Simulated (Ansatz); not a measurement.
Ansatz (a program for electronic structure) input (PBE/6-31G*):

Ansatz 0.2 input:
```yaml
crystal:
  periodic: [false, false, false]
  atoms:
    - {symbol: C, position_ang: [-1.68707300, -0.34091900, 0.21306800]}
    - {symbol: Si, position_ang: [0.03570000, 0.08483600, -0.39600800]}
    - {symbol: O, position_ang: [0.69916900, 1.36508800, 0.43465100]}
    - {symbol: O, position_ang: [0.95902600, -1.23673500, -0.03430800]}
    - {symbol: H, position_ang: [-2.38230300, 0.47941600, 0.03098200]}
    - {symbol: H, position_ang: [-1.64289400, -0.53486800, 1.28853400]}
    - {symbol: H, position_ang: [-2.06203800, -1.23317300, -0.28968400]}
    - {symbol: H, position_ang: [0.53036200, 2.24817100, 0.09622300]}
    - {symbol: H, position_ang: [1.91396200, -1.12856300, -0.06308700]}
basis:
  gaussian:
    orbitals: 6-31G*
hamiltonian:
  xc: {name: PBE}
magnetization: {spin_polarized: true, initial_magnetization: 1}
relax: {f_tol: 0.003, max_steps: 120}
```

From the output:

```
the calculation of the forces begins
reference -13080.59658738 eV, -480.7030582394 hartree; 21, 20 occupied and 53, 54 virtual orbitals, 867 factors
relax step   5: F+E_penalty+E_count = -13080.59655724 eV  Δ(F+E_penalty+E_count) = -4.416e-3 eV  max|allowed force component| = 3.362e-2 eV/Å  Δτ_max = 0.0177 Å  (30 SCF iters, accepted)
these checks for a lower state are left out or cut short: starts, cluster_reference, orbital_swaps, neighbouring_geometries, increment
integrals: 0.03 GiB planned
867 factors; their error is unknown
mean field: 0.21 GiB planned
mean field -13080.59652276 eV, -480.7030558647 hartree, gradient 1.7e-5 eV, S^2 0.751236; 0 other end points of the search recorded, 0 dependent functions left out
the calculation of the forces begins
reference -13080.59655288 eV, -480.7030569717 hartree; 21, 20 occupied and 53, 54 virtual orbitals, 867 factors
relax step   6: F+E_penalty+E_count = -13080.59652276 eV  Δ(F+E_penalty+E_count) = +3.448e-5 eV  max|allowed force component| = 5.781e-2 eV/Å  Δτ_max = 0.0196 Å  (30 SCF iters, rejected (line search))
these checks for a lower state are left out or cut short: starts, cluster_reference, orbital_swaps, neighbouring_geometries, increment
integrals: 0.03 GiB planned
867 factors; their error is unknown
mean field: 0.21 GiB planned
mean field -13080.59703924 eV, -480.7030748451 hartree, gradient 1.6e-5 eV, S^2 0.751235; 0 other end points of the search recorded, 0 dependent functions left out
the calculation of the forces begins
reference -13080.59706936 eV, -480.7030759518 hartree; 21, 20 occupied and 53, 54 virtual orbitals, 867 factors
relax step   7: F+E_penalty+E_count = -13080.59703924 eV  Δ(F+E_penalty+E_count) = -4.820e-4 eV  max|allowed force component| = 2.228e-2 eV/Å  Δτ_max = 0.0096 Å  (30 SCF iters, accepted)
these checks for a lower state are left out or cut short: starts, cluster_reference, orbital_swaps, neighbouring_geometries, increment
integrals: 0.03 GiB planned
867 factors; their error is unknown
mean field: 0.21 GiB planned
mean field evaluation 64: about -13080.5971 eV, gradient 4.2e-4 eV
mean field -13080.59713097 eV, -480.7030782161 hartree, gradient 1.6e-5 eV, S^2 0.751234; 0 other end points of the search recorded, 0 dependent functions left out
the calculation of the forces begins
reference -13080.59716108 eV, -480.7030793227 hartree; 21, 20 occupied and 53, 54 virtual orbitals, 867 factors
relax step   8: F+E_penalty+E_count = -13080.59713097 eV  Δ(F+E_penalty+E_count) = -9.173e-5 eV  max|allowed force component| = 1.175e-2 eV/Å  Δτ_max = 0.0104 Å  (31 SCF iters, accepted)
these checks for a lower state are left out or cut short: starts, cluster_reference, orbital_swaps, neighbouring_geometries, increment
integrals: 0.03 GiB planned
867 factors; their error is unknown
mean field: 0.21 GiB planned
mean field -13080.59714265 eV, -480.7030786454 hartree, gradient 7.3e-6 eV, S^2 0.751234; 0 other end points of the search recorded, 0 dependent functions left out
the calculation of the forces begins
reference -13080.59717276 eV, -480.7030797518 hartree; 21, 20 occupied and 53, 54 virtual orbitals, 867 factors
relax step   9: F+E_penalty+E_count = -13080.59714265 eV  Δ(F+E_penalty+E_count) = -1.168e-5 eV  max|allowed force component| = 7.084e-3 eV/Å  Δτ_max = 0.0023 Å  (25 SCF iters, accepted)
these checks for a lower state are left out or cut short: starts, cluster_reference, orbital_swaps, neighbouring_geometries, increment
integrals: 0.03 GiB planned
867 factors; their error is unknown
mean field: 0.21 GiB planned
mean field -13080.59714800 eV, -480.7030788418 hartree, gradient 1.1e-5 eV, S^2 0.751234; 0 other end points of the search recorded, 0 dependent functions left out
the calculation of the forces begins
reference -13080.59717811 eV, -480.7030799482 hartree; 21, 20 occupied and 53, 54 virtual orbitals, 867 factors
relax step  10: F+E_penalty+E_count = -13080.59714800 eV  Δ(F+E_penalty+E_count) = -5.345e-6 eV  max|allowed force component| = 3.408e-3 eV/Å  Δτ_max = 0.0038 Å  (24 SCF iters, accepted)
these checks for a lower state are left out or cut short: starts, cluster_reference, orbital_swaps, neighbouring_geometries, increment
integrals: 0.03 GiB planned
867 factors; their error is unknown
mean field: 0.21 GiB planned
mean field -13080.59715074 eV, -480.7030789425 hartree, gradient 1.6e-5 eV, S^2 0.751233; 0 other end points of the search recorded, 0 dependent functions left out
the calculation of the forces begins
reference -13080.59718085 eV, -480.7030800489 hartree; 21, 20 occupied and 53, 54 virtual orbitals, 867 factors
relax step  11: F+E_penalty+E_count = -13080.59715074 eV  Δ(F+E_penalty+E_count) = -2.740e-6 eV  max|allowed force component| = 2.697e-3 eV/Å  Δτ_max = 0.0031 Å  (24 SCF iters, accepted)
integrals: 0.03 GiB planned
867 factors; their error is unknown
mean field: 0.21 GiB planned
mean field evaluation 96: about -13080.5971 eV, gradient 1.8e-2 eV
mean field -13080.59715074 eV, -480.7030789425 hartree, gradient 1.6e-5 eV, S^2 0.751233; 1 other end points of the search recorded, 0 dependent functions left out
the calculation of the forces begins
reference -13080.59718085 eV, -480.7030800489 hartree; 21, 20 occupied and 53, 54 virtual orbitals, 867 factors
Total energy: -13080.59718085 eV, -480.7030800489 hartree
Atom 0 at    -1.703120    -0.351561     0.217952 Å, force    -0.001401     0.000388     0.001170 eV/Å
Atom 1 at     0.037900     0.106877    -0.367677 Å, force     0.001628     0.001931    -0.002697 eV/Å
Atom 2 at     0.691623     1.404133     0.507500 Å, force    -0.000643    -0.000157    -0.000098 eV/Å
Atom 3 at     0.957990    -1.256313    -0.013465 Å, force    -0.000579    -0.000565     0.001286 eV/Å
Atom 4 at    -2.416397     0.465422     0.023162 Å, force     0.000300    -0.000903     0.000056 eV/Å
Atom 5 at    -1.683027    -0.553807     1.303761 Å, force    -0.000162     0.000016     0.000152 eV/Å
Atom 6 at    -2.055743    -1.257089    -0.302278 Å, force     0.001092     0.000837     0.000018 eV/Å
Atom 7 at     0.617075     2.251225     0.027973 Å, force    -0.000036    -0.002506     0.000454 eV/Å
Atom 8 at     1.917609    -1.105634    -0.116556 Å, force    -0.000199     0.000958    -0.000342 eV/Å
Dipole moment:     0.022354     0.272406    -0.175082 e Å
```

The geometry given is a B3LYP-D3(BJ)/def2-TZVP minimum.
